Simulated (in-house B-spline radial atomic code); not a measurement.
How numerical settings move a run on neutral cerium, [Xe] 4f1 5d1 6s2. Computed with an all-electron radial atomic-structure program (B-spline basis): Dirac-Hartree-Fock, average of configuration, Fermi nucleus of rms radius 4.8771 fm.

Command:
```bash
python run_scf.py task.json out
```
Settings of the sound reference run:
```
Z                58
electrons        58
configuration    [Xe] 4f1 5d1 6s2
hamiltonian      dirac
method           hf
spin_polarised   False
nucleus          fermi
rms_radius       4.8771
mass_number      140
atomic_mass      139.9054
speed_of_light   137.036
knot_spacing     0.22
spline_order     8
gauss_points     12
box_radius       50
max_iterations   70
damping          0.5
damped_steps     3
diis_vectors     10
tolerance        1e-08
start            Thomas-Fermi
```

Cost of the run: 3.2 s on 1 thread of Arm Neoverse N1 (shared host).

It converges in 12 iterations to -8861.074807 hartree, with 6s1/2 at -4.96783 eV. The other runs change the listed settings, some to values that make no sense; their results aren't properties of the atom or ion. Radii are in bohr (the nuclear one in fm), a minus after a letter asks for a j subshell, and «unchanged» means within 1e-8 hartree. The run stops when the residual is below 10 × tolerance × max(1, Z/10), or a noise floor if that is larger, and the energy moves by less than 1e-8 × √|E| hartree; so very loose and very tight tolerances often act alike.

```tsv
changed settings	outcome
damped_steps = 30	converged in 31 iterations, energy unchanged, 6s1/2 level +1.1e-05 eV
knot_spacing = 0.3, gauss_points = 4, max_iterations = 50, damped_steps = 30	converged in 32 iterations, energy +7.88e-05 hartree from the reference, 6s1/2 level -8.3e-07 eV
knot_spacing = 0.55	converged in 12 iterations, energy +8.10e-01 hartree from the reference, 6s1/2 level +1.2e-02 eV
speed_of_light = 29.01052	stopped with error: Z/c is past the critical charge
damping = 0.95	converged in 13 iterations, energy unchanged, 6s1/2 level +1.0e-05 eV
gauss_points = 4, max_iterations = 60, damped_steps = 8, diis_vectors = 4	converged in 15 iterations, energy +2.91e-06 hartree from the reference, 6s1/2 level -1.8e-06 eV
electrons = 59, configuration = [Xe] 4f1 5d1 6s2 7p-1, max_iterations = 100	converged in 13 iterations to -8861.0667 hartree, a different physical problem (warning: 7p1/2 has a positive eigenvalue: unbound, held by the box)
knot_spacing = 0.15	converged in 12 iterations, energy -1.41e-07 hartree from the reference
damping = 0	converged in 13 iterations, energy unchanged, 6s1/2 level +9.0e-06 eV
knot_spacing = 0.75	converged in 12 iterations, energy +7.85e+00 hartree from the reference, 6s1/2 level +6.2e-02 eV
knot_spacing = 2	converged in 11 iterations, energy +1.24e+03 hartree from the reference, 6s1/2 level +7.2e-01 eV (the program warns: 3s1/2 reaches the box edge; 3p1/2 reaches the box edge)
knot_spacing = 1	converged in 11 iterations, energy +2.39e+02 hartree from the reference, 6s1/2 level +2.4e-01 eV (the program warns: 4s1/2 reaches the box edge; 4p1/2 reaches the box edge)
electrons = 59, configuration = [Xe] 4f1 5d1 6s2 7s-1, max_iterations = 60	stopped with error: j subshells need the Dirac Hamiltonian and l > 0
damped_steps = 0	converged in 11 iterations, energy unchanged, 6s1/2 level +3.3e-07 eV
knot_spacing = 1.4	converged in 11 iterations, energy +4.87e+02 hartree from the reference, 6s1/2 level -2.4e-02 eV (the program warns: 4s1/2 reaches the box edge; 4p1/2 reaches the box edge)
damping = 0.2	converged in 12 iterations, energy unchanged, 6s1/2 level +4.4e-06 eV
```

What happens with damped_steps = 8?

Converged in 15 iterations, energy unchanged, 6s1/2 level -1.3e-06 eV.

What happens with knot_spacing = 0.4?

Converged in 12 iterations, energy +6.72e-03 hartree from the reference, 6s1/2 level +9.2e-05 eV.

What happens with gauss_points = 3, first_knot = 0.00172, max_iterations = 3, tolerance = 0.0001?

Not converged after 3 iterations, last residual 6.1e-02, last energy +3.66e+00 hartree from the reference.

What happens with gauss_points = 4, box_radius = 3, max_iterations = 50?

Converged in 9 iterations, energy +5.36e+00 hartree from the reference, 6s1/2 level +5.9e+01 eV (the program warns: 6s1/2 has a positive eigenvalue: unbound, held by the box; 4f5/2 has a positive eigenvalue: unbound, held by the box).
